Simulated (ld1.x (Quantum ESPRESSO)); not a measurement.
What the settings do to the ultrasoft potential of nitrogen

Base potential:

nitrogen, ultrasoft, made with ld1.x (Quantum ESPRESSO) 7.5 (PBE, scalar-relativistic). Core [He], reference 2s1.75 2p3.25. Waves: 2s (bound): rcut 1.00, rcutus 1.20 bohr; 2s channel at 0.45 Ry: rcut 1.00, rcutus 1.20 bohr; 2p (bound): rcut 1.25, rcutus 1.75 bohr; 2p channel at 3.6 Ry: rcut 1.25, rcutus 1.75 bohr; 3d channel at 0.2 Ry: rcut 1.30, rcutus 1.70 bohr; 3d channel at 2.55 Ry: rcut 1.30, rcutus 1.70 bohr. Local part: all-electron potential smoothed inside 1.65 bohr (lloc = -1). Core correction: a·sin(br)/r model core, default radius (core density twice the valence density). Augmentation charge: PSQ, inside the norm-conserving radii.

Cutoffs, loose and tight: the cutoffs (Ry, on a coarse ladder) from which the occupation-weighted sum of valence levels, in a spherical-Bessel basis at the reference potential, stays within 10 and 1 mRy of its value at 400 Ry. They do not see the model core or the augmentation charge, which bear on the density cutoff. Test errors are all-electron minus pseudo excitation energies from the reference, over the configurations 2s2 2p3; 2s2 2p2; 2s2 2p1; 2s2 2p0; 2s1 2p3; 2s2 2p3.3; 2s1 2p4. A dash means not determined; rows that change the core or the reference have their own tests.

Cutoffs are not given where the Bessel-basis levels miss the radial ones by over 6 mRy, ghosts where they miss by over 20 mRy; a channel whose overlap is not positive is not tested.

The default core radius of the base comes out at 0.41 bohr.

| change | outcome | cutoff, loose | cutoff, tight | bound ghosts | largest test error (meV) |
| --- | --- | --- | --- | --- | --- |
| base | generated | 25 Ry | 35 Ry | none | +55 |
| waves 2p (bound): rcut 1.24, rcutus 1.32 bohr; 2p channel at 3.6 Ry: rcut 1.24, rcutus 1.32 bohr | generated | 35 Ry | 45 Ry | none | -340 |
| core correction a·sin(br)/r model core inside 0.88 bohr | generated | 25 Ry | 35 Ry | none | +293 |
| local potential all-electron potential smoothed inside 1.34 bohr (lloc = -1) | generated | 25 Ry | 40 Ry | none | +65 |
| reference 2s2 2p3 | generated | 25 Ry | 35 Ry | none | +61 |
| waves 3d channel at 0.2 Ry: rcut 1.30, rcutus 1.52 bohr; 3d channel at 2.55 Ry: rcut 1.30, rcutus 1.52 bohr | generated | 25 Ry | 35 Ry | none | +55 |
| augmentation built from norm-conserving waves at rcut, not smoothed further | generated | – | – | not determined | -350 |

(1) What comes out with this change to the base: waves 2s (bound): rcut 0.96, rcutus 1.02 bohr; 2s channel at 0.45 Ry: rcut 0.96, rcutus 1.02 bohr?

(2) What comes out with this change to the base: functional LDA (PZ); removed wave 3d channel at 2.55 Ry: rcut 1.30, rcutus 1.70 bohr?

Answers

(1) outcome: generated; cutoff, loose: 25 Ry; cutoff, tight: 35 Ry; bound ghosts: none; largest test error (meV): +87.

(2) outcome: generated; cutoff, loose: 25 Ry; cutoff, tight: 35 Ry; bound ghosts: none; largest test error (meV): +20.
